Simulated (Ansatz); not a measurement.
Program: Ansatz. Geometries: PBE0-D4/def2-TZVP. ΔE: electronic, gas phase. CBS: MP2 limit from def2 TZ/QZ plus the TZ coupled-cluster correction, frozen cores. DFT in def2-TZVPP. B3LYP here is the variant with VWN-RPA as its local correlation; programs differ in this. def2 core potentials past Kr. For Ga, Sb outer-core shells are correlated without core-valence functions, which leaves a few kJ/mol of doubt a bond. Scalar relativity is left out up to krypton. Each species was taken in one conformer, which may not be the lowest.

Reaction (cleavage of the Si–Sb bond): `[NH2][SbH][SiH3]` + `[OH][Ga]([OH])[F]` → `[OH][Ga]([F])[O][SiH3]` + `[NH2][SbH2]`

(1) Is it downhill or uphill in electronic energy at CCSD(T)/CBS, and by how much? (Estimate.)

(2) What do these levels give: B3LYP-D4, PBE-QIDH, PBE0, r2SCAN0, HF/def2-SVP, HF/CBS(def2)? (An estimate is asked.)

Largest T1 diagnostic among the species: 0.014.

Answers

(1) The calculation gave: Downhill: ΔE = -66.7 kJ/mol.

(2) The calculation gave: B3LYP-D4 -68.8, PBE-QIDH -66.4, PBE0 -55.3, r2SCAN0 -67.7, HF/def2-SVP -91.4, HF/CBS(def2) -103.0 kJ/mol.

In def2-TZVPP, CCSD(T) changes the Hartree–Fock value by +27.7 kJ/mol (the triples alone add +4.5 kJ/mol) and MP2 by +28.5 kJ/mol. At CCSD(T), def2-SVP lies −3.8 kJ/mol from the extrapolated value and def2-TZVPP −6.4 kJ/mol.
